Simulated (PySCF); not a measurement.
Isomers of C7H13FO2, from PySCF 2.14.0, PBE0-D3(BJ)/def2-SVP geometry optimisation, gas phase. One conformer each, no zero-point energy, no frequencies.

Question: Which isomer lies lowest at this level?
A. `[CH3:1][CH2:2][O:3]/[C:4]([O:5][CH3:6])=[C:7](\[CH3:8])[CH2:9][F:10]` with C1–C2–O3–C4 178°, C2–O3–C4–O5 -57°, O3–C4–O5–C6 -58°, C4–C7–C9–F10 -123°: A = 2059, B = 772.8, C = 605.3 MHz, dipole 3.14 D
B. `[CH3:1][CH2:2][O:3][C@@H:4]1[CH2:5][C@H:6]1[C@@H:7]([F:8])[O:9][CH3:10]` with C1–C2–O3–C4 -71°, C2–O3–C4–C5 165°, C5–C6–C7–F8 32°, C6–C7–O9–C10 171°: A = 1850, B = 914.9, C = 682.2 MHz, dipole 2.09 D
C. `[CH3:1][CH2:2][O:3][C@@H:4]1[CH2:5][C@@H:6]1[C@@H:7]([F:8])[O:9][CH3:10]` with C1–C2–O3–C4 -79°, C2–O3–C4–C5 174°, C5–C6–C7–F8 69°, C6–C7–O9–C10 173°: A = 1658, B = 1071, C = 717.3 MHz, dipole 1.90 D
D. `[CH3:1][O:2][C@@:3]1([F:4])[CH2:5][CH2:6][CH2:7][CH2:8][O:9][CH2:10]1` with C1–O2–C3–F4 62°, O2–C3–C5–C6 -156°, C3–C5–C6–C7 -70°, C5–C6–C7–C8 50°, C6–C7–C8–O9 -68°: A = 2398, B = 1031, C = 879.5 MHz, dipole 0.55 D
E. `[CH3:1][CH2:2][C@@:3]1([O:4][C@@H:5]([CH3:6])[F:7])[CH2:8][CH2:9][O:10]1` with C1–C2–C3–O4 62°, C2–C3–O4–C5 -165°, C3–O4–C5–C6 163°: A = 1764, B = 1130, C = 828.1 MHz, dipole 0.79 D
F. `[CH3:1][CH2:2][C@@:3]1([O:4][C@H:5]([CH3:6])[F:7])[CH2:8][CH2:9][O:10]1` with C1–C2–C3–O4 -56°, C2–C3–O4–C5 -70°, C3–O4–C5–C6 -158°: A = 1761, B = 1134, C = 827.2 MHz, dipole 1.92 D

Answer: D. That is `CO[C@@]1(F)CCCCOC1`, 3.4 kcal/mol below the next.

| SMILES | mapped SMILES | E (Eh) | relative (kcal/mol) | relative (kJ/mol) | dipole (D) |
| --- | --- | --- | --- | --- | --- |
| CO[C@@]1(F)CCCCOC1 | [CH3:1][O:2][C@@:3]1([F:4])[CH2:5][CH2:6][CH2:7][CH2:8][O:9][CH2:10]1 | -523.89870 | 0.0 | 0.0 | 0.55 |
| CC[C@@]1(O[C@@H](C)F)CCO1 | [CH3:1][CH2:2][C@@:3]1([O:4][C@@H:5]([CH3:6])[F:7])[CH2:8][CH2:9][O:10]1 | -523.89322 | 3.4 | 14.4 | 0.79 |
| CC[C@@]1(O[C@H](C)F)CCO1 | [CH3:1][CH2:2][C@@:3]1([O:4][C@H:5]([CH3:6])[F:7])[CH2:8][CH2:9][O:10]1 | -523.89246 | 3.9 | 16.4 | 1.92 |
| CCO/C(OC)=C(\C)CF | [CH3:1][CH2:2][O:3]/[C:4]([O:5][CH3:6])=[C:7](\[CH3:8])[CH2:9][F:10] | -523.86467 | 21.4 | 89.3 | 3.14 |
| CCO[C@@H]1C[C@H]1[C@@H](F)OC | [CH3:1][CH2:2][O:3][C@@H:4]1[CH2:5][C@H:6]1[C@@H:7]([F:8])[O:9][CH3:10] | -523.86110 | 23.6 | 98.7 | 2.09 |
| CCO[C@@H]1C[C@@H]1[C@@H](F)OC | [CH3:1][CH2:2][O:3][C@@H:4]1[CH2:5][C@@H:6]1[C@@H:7]([F:8])[O:9][CH3:10] | -523.85890 | 25.0 | 104.5 | 1.90 |

As drawn, the highest has a three-membered ring, which the lowest lacks.
